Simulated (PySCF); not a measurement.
Cl3H3OSi2, SMILES [SiH3]O[Si](Cl)(Cl)Cl.

The structure is a stationary point at PBE-D3(BJ)/def2-SVP. One conformer was computed; it need not be the lowest.

Computed with PBE-D3(BJ)/def2-SVP (PySCF 2.14.0).

Frequencies are harmonic and unscaled.

### Question
List the normal modes with their intensities. (Estimate from the structure and the level; the computed values follow.)

### Answer

```json
[
 {"mode": "1", "ν (cm⁻¹)": "10", "IR (km/mol)": "0.5", "moving atoms (share of kinetic energy)": "Cl 33 %, Si 32 %, O 19 %, H 16 %"},
 {"mode": "2", "ν (cm⁻¹)": "57", "IR (km/mol)": "0.0", "moving atoms (share of kinetic energy)": "H 95 %"},
 {"mode": "3", "ν (cm⁻¹)": "65", "IR (km/mol)": "1.3", "moving atoms (share of kinetic energy)": "Cl 42 %, Si 39 %, H 11 %"},
 {"mode": "4", "ν (cm⁻¹)": "149", "IR (km/mol)": "0.0", "moving atoms (share of kinetic energy)": "Cl 81 %, O 16 %"},
 {"mode": "5", "ν (cm⁻¹)": "153", "IR (km/mol)": "1.5", "moving atoms (share of kinetic energy)": "Cl 77 %, Si 11 %, O 10 %"},
 {"mode": "6", "ν (cm⁻¹)": "202", "IR (km/mol)": "9.5", "moving atoms (share of kinetic energy)": "Cl 59 %, Si 30 %, O 9 %"},
 {"mode": "7", "ν (cm⁻¹)": "258", "IR (km/mol)": "11.1", "moving atoms (share of kinetic energy)": "Cl 45 %, O 42 %, Si 10 %"},
 {"mode": "8", "ν (cm⁻¹)": "270", "IR (km/mol)": "7.2", "moving atoms (share of kinetic energy)": "Cl 46 %, O 31 %, Si 20 %"},
 {"mode": "9", "ν (cm⁻¹)": "418", "IR (km/mol)": "16.7", "moving atoms (share of kinetic energy)": "Cl 73 %, O 16 %, Si 9 %"},
 {"mode": "10", "ν (cm⁻¹)": "608", "IR (km/mol)": "163.1", "moving atoms (share of kinetic energy)": "Si 68 %, Cl 30 %"},
 {"mode": "11", "ν (cm⁻¹)": "619", "IR (km/mol)": "172.1", "moving atoms (share of kinetic energy)": "Si 68 %, Cl 31 %"},
 {"mode": "12", "ν (cm⁻¹)": "661", "IR (km/mol)": "13.9", "moving atoms (share of kinetic energy)": "Si 65 %, H 18 %, O 12 %"},
 {"mode": "13", "ν (cm⁻¹)": "693", "IR (km/mol)": "58.7", "moving atoms (share of kinetic energy)": "H 84 %, Si 9 %"},
 {"mode": "14", "ν (cm⁻¹)": "709", "IR (km/mol)": "79.1", "moving atoms (share of kinetic energy)": "H 71 %, O 15 %, Si 13 %"},
 {"mode": "15", "ν (cm⁻¹)": "913", "IR (km/mol)": "62.0", "moving atoms (share of kinetic energy)": "H 96 %"},
 {"mode": "16", "ν (cm⁻¹)": "914", "IR (km/mol)": "69.7", "moving atoms (share of kinetic energy)": "H 96 %"},
 {"mode": "17", "ν (cm⁻¹)": "938", "IR (km/mol)": "500.6", "moving atoms (share of kinetic energy)": "H 79 %, Si 15 %"},
 {"mode": "18", "ν (cm⁻¹)": "1065", "IR (km/mol)": "381.4", "moving atoms (share of kinetic energy)": "O 70 %, Si 19 %, H 11 %"},
 {"mode": "19", "ν (cm⁻¹)": "2181", "IR (km/mol)": "57.2", "moving atoms (share of kinetic energy)": "H 98 %"},
 {"mode": "20", "ν (cm⁻¹)": "2190", "IR (km/mol)": "108.1", "moving atoms (share of kinetic energy)": "H 96 %"},
 {"mode": "21", "ν (cm⁻¹)": "2209", "IR (km/mol)": "102.1", "moving atoms (share of kinetic energy)": "H 96 %"}
]
```
